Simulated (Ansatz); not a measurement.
Gas-phase electronic energies from Ansatz, PBE0-D4/def2-TZVP geometries. CCSD(T)/CBS adds triple-zeta CCSD(T) − MP2 to the extrapolated MP2 energy (def2 sets, frozen cores). This one scheme is used for every species. Functionals use def2-TZVPP. B3LYP here is the variant with VWN-RPA as its local correlation; programs differ in this. HSE06 is defined as in plane-wave codes. One conformer a species, not always the lowest.

Reaction (substitution at a C–C bond): `CCCCCO` + `N[SiH3]` → `OCCN[SiH3]` + `CCC`

`CCCCCO`:

```xyz
18

C     0.040    2.376   -0.395
C    -0.960    1.246   -0.577
C    -0.683    0.024    0.289
C     0.625   -0.682   -0.029
C     0.812   -1.973    0.744
O    -0.185   -2.939    0.473
H    -0.234    3.248   -0.994
H     0.086    2.693    0.651
H     1.048    2.080   -0.695
H    -1.965    1.617   -0.351
H    -0.982    0.942   -1.631
H    -1.501   -0.694    0.178
H    -0.680    0.322    1.345
H     0.675   -0.899   -1.106
H     1.479   -0.030    0.187
H     1.812   -2.384    0.550
H     0.745   -1.779    1.818
H    -0.132   -3.169   -0.458
```

`N[SiH3]`:

Cartesian coordinates in Å:
```
N -0.099 -0.112 1.056
Si -0.041 0.023 -0.658
H -0.202 0.718 1.618
H 0.486 -0.786 1.523
H -1.180 0.873 -1.088
H 1.203 0.627 -1.224
H -0.167 -1.344 -1.227
```

`OCCN[SiH3]`:

Cartesian coordinates in Å:
```
O 0.095 0.609 2.352
C 0.179 -0.632 1.677
C 0.534 -0.452 0.216
N -0.442 0.378 -0.448
Si -0.655 0.444 -2.147
H 0.980 0.979 2.415
H 0.903 -1.300 2.161
H -0.812 -1.083 1.760
H 0.564 -1.438 -0.264
H 1.557 -0.042 0.149
H -0.699 1.177 0.113
H -1.839 1.299 -2.418
H -0.873 -0.938 -2.656
H 0.506 1.000 -2.909
```

`CCC`:

Z-matrix (Å, degrees):
```
C
C 1 1.519
H 1 1.094 2 111.1
H 1 1.094 2 111.1 3 119.5
H 1 1.093 2 111.7 3 -120.3
C 2 1.519 1 112.7 3 -59.7
H 2 1.095 1 109.5 3 178.2
H 2 1.095 1 109.5 3 62.4
H 6 1.094 2 111.0 1 59.7
H 6 1.093 2 111.7 1 -180.0
H 6 1.094 2 111.1 1 -59.7
```

(1) Is it downhill or uphill in electronic energy at CCSD(T)/CBS, and by how much? (An estimate is asked.)

(2) What do these levels give: r2SCAN-D4, B97M-V, r2SCAN0-D4, HSE06-D4, ωB97X-V, PBE-QIDH, BLYP, B3LYP, r2SCAN0, MP2/def2-QZVPP, SCS-MP2/def2-QZVPP, HF/CBS(def2)? (Estimate.)

Largest T1 diagnostic among the species: 0.010.

Results:

(1) The calculation gave: Uphill: ΔE = +6.6 kcal/mol.

(2) The calculation gave: r2SCAN-D4 5.6, B97M-V 5.8, r2SCAN0-D4 5.8, HSE06-D4 5.4, ωB97X-V 5.6, PBE-QIDH 6.0, BLYP 3.9, B3LYP 4.4, r2SCAN0 5.7, MP2/def2-QZVPP 6.9, SCS-MP2/def2-QZVPP 6.3, HF/CBS(def2) 4.7 kcal/mol.

From BLYP to BHLYP (50 % exact exchange), in def2-TZVPP and without D4, ΔE moves by +1.0 kcal/mol. In def2-TZVPP, CCSD(T) changes the Hartree–Fock value by +1.6 kcal/mol (the triples alone add +0.1 kcal/mol) and MP2 by +2.1 kcal/mol.
